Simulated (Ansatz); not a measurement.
BH$_{8}$NO$_{3}$Si (`O[B-](O)(O)[NH2+][SiH3]`) at its PBE0-D4/def2-TZVP geometry, where that method's forces vanish. Charge 0, multiplicity 1.

```xyz
14

O    -0.8421   -0.9117    1.5756
B     0.2739   -0.4878    0.8070
O     0.5037   -1.4039   -0.2859
O     1.4402   -0.0201    1.5045
N    -0.2058    0.9324   -0.0243
Si   -0.6761    0.4199   -1.6887
H    -0.8507   -0.4811    2.4310
H     1.4392   -1.4453   -0.4884
H     1.7705   -0.6883    2.1072
H    -0.9651    1.3860    0.4736
H     0.5823    1.5746   -0.0222
H     0.5360    0.1585   -2.4893
H    -1.3327    1.6270   -2.2745
H    -1.6733   -0.6600   -1.6257
```

(1) What forces (eV/Å) does r2SCAN-D4/def2-TZVPP give on these atoms in the Gaussian-basis code of Ansatz? (Best estimate.)

Answers

(1) Computed: 
```
O1  -0.114 -0.075  0.021
B2   0.037 -0.025  0.071
O3  -0.014 -0.126 -0.076
O4   0.105  0.089  0.040
N5  -0.039  0.056 -0.061
Si6 -0.019  0.026 -0.076
H7  -0.004  0.022  0.029
H8   0.035  0.003 -0.019
H9   0.012 -0.031  0.027
H10 -0.001  0.036  0.017
H11  0.003  0.027  0.008
H12 -0.034  0.000  0.015
H13  0.008 -0.027  0.006
H14  0.024  0.026 -0.002
```
